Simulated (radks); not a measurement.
Question: The mean radii <r> (bohr) of the occupied orbitals of an atom or ion are listed with their occupations. Method: Dirac Kohn-Sham, LDA (Slater exchange, Perdew-Wang correlation), spin-unpolarised, spherical densities, finite nucleus; Fermi nuclear charge, rms radius of each element as measured or else 0.836 A^(1/3) + 0.57 fm; computed with a radial shooting solver on a logarithmic mesh with Libxc functionals.

orbital  occ.     <r>
1s1/2       2  0.2006
2s1/2       2   1.091
2p1/2       2   1.108
2p3/2       1   1.109

Name the element and its charge. Open shells, if any, fill j = l - 1/2 first.

Answer: Z = 8, oxygen, charge +1: O+ in [He] 2s2 2p3. The 1s radius gives Z: for a bare nucleus <r> = (2 gamma + 1)/(2Z) with gamma = sqrt(1 - (Z/c)^2), 0.1873 bohr for Z = 8, and screening makes it slightly larger (0.2006 here). The occupations add up to 7, and the charge is Z minus that.
